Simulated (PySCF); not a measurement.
**C6H15B: core ionisation energies**

Compound: triethylborane, C6H15B.
Cartesian coordinates in Å at the PBE0-D3(BJ)/def2-SVP level; atoms count from 1:
```xyz
22
C6H15B angstrom
C     -1.979   -1.803   -0.185
C     -1.038   -1.126    0.823
B     -0.142   -0.074    0.056
C     -0.538    1.450    0.119
C      0.172    2.441   -0.793
C      1.145   -0.572   -0.709
C      2.342   -0.442    0.246
H     -2.649   -1.074   -0.667
H     -1.420   -2.311   -0.987
H     -2.618   -2.560    0.297
H     -0.409   -1.900    1.297
H     -1.637   -0.658    1.621
H     -1.637    1.519    0.004
H     -0.390    1.726    1.184
H     -0.164    3.477   -0.630
H      1.262    2.426   -0.639
H     -0.003    2.207   -1.855
H      1.344    0.023   -1.615
H      1.049   -1.625   -1.022
H      3.279   -0.777   -0.226
H      2.203   -1.047    1.157
H      2.496    0.600    0.570
```

Theory: PySCF, delta-SCF UKS SCAN, pcX-2 on the ionised atom, pcseg-1 elsewhere, spin-free X2C. Vertical ΔSCF values, vacuum level as zero.

Task: List the computed XPS lines with their assignment.

Result: 
```
 atom(s)                environment  level  binding energy (eV)  above the level's lowest (eV)  count
   C1/C7              methyl carbon   C 1s               290.50                          +0.79      2
C2/C4/C6  sp3 carbon bound to boron   C 1s               289.71                           0.00      3
      B3     three-coordinate boron   B 1s               195.02                           0.00      1
```

The listed C 1s values span 0.79 eV, from C2/C4/C6 (bonded to C, 2 H and B) to C1/C7 (bonded to C and 3 H).

Task: Which photon wavelength matches the B 1s of B3 threshold?

Result: λ = hc/E = 12398.42 eV Å / 195.02 eV = 63.575 Å.

Topologically equivalent atoms share the value of their first member; where this conformer doesn't relate them by symmetry, their own values could differ. The list is incomplete; no value stands for C 1s of C5. The structure is a single PBE0-D3(BJ)/def2-SVP conformer in the gas phase; no vibrational or solvent corrections.

The run took 52 s on one thread, Arm Neoverse V2, shared host.
